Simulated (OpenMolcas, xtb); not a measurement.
A ladder of methods for AlCNClOF (SMILES O=C=[N][Al]([F])[Cl])

AlCNClOF: 6 atoms, total charge 0, spin state singlet. SMILES: `O=C=[N][Al]([F])[Cl]`. The coordinates come from a PBE0-D4/def2-TZVP relaxation. This is one conformer, not always the lowest.

Quantity: the vertical energy of the triplet above the singlet, in eV. The values are calculated.

```tsv
level	kind	program	value (eV)	CPU time (all runs)
GFN0-xTB	semi-empirical	xtb	5.05	under 2 s
HF/cc-pVDZ	Hartree–Fock	OpenMolcas	6.38	60 s
SVWN5/cc-pVDZ	LDA	OpenMolcas	5.99	2.2 min
BLYP/cc-pVDZ	GGA	OpenMolcas	5.85	2.9 min
PBE/cc-pVDZ	GGA	OpenMolcas	5.84	2.9 min
r2SCAN/cc-pVDZ	meta-GGA	OpenMolcas	6.09	3.8 min
PBE0/cc-pVDZ	global hybrid	OpenMolcas	6.29	2.1 min
```

The values span 5.05 to 6.38 eV. Spin contamination of the reference (⟨S²⟩ at least 0.1 too high) touches HF/cc-pVDZ. GFN0-xTB: no spin polarisation, so open shells miss the exchange term that lowers them. The upper state's dipole differs much between rows, so they may not all be the same state. Times are those of the runs behind each value, whatever else they computed, on shared processors of several kinds: orders of magnitude only.
